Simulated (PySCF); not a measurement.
**Correlation energy of Sn⁺ (tin, charge +1)**

[Kr] 4d10 5s2 5p1, 2P determinant. Computed with PySCF 2.14 in ANO-RCC-VTZP, with scalar relativity by spin-free X2C-1e. Frozen: [Ar] 3d10; 21 electrons correlated.

```
  level  correlation energy (mhartree)
   CCSD                        -610.03
    (T)                         -14.14
CCSD(T)                        -624.17
```

Diagnostics: T1 = 0.0093, D1 = 0.0434, largest double amplitude 0.072.

**Question.** Is a single reference adequate?

**Answer.** Mostly. T1 lies below 0.03, but a double amplitude of this size points to a near-degeneracy that CCSD handles and MP2 describes poorly.
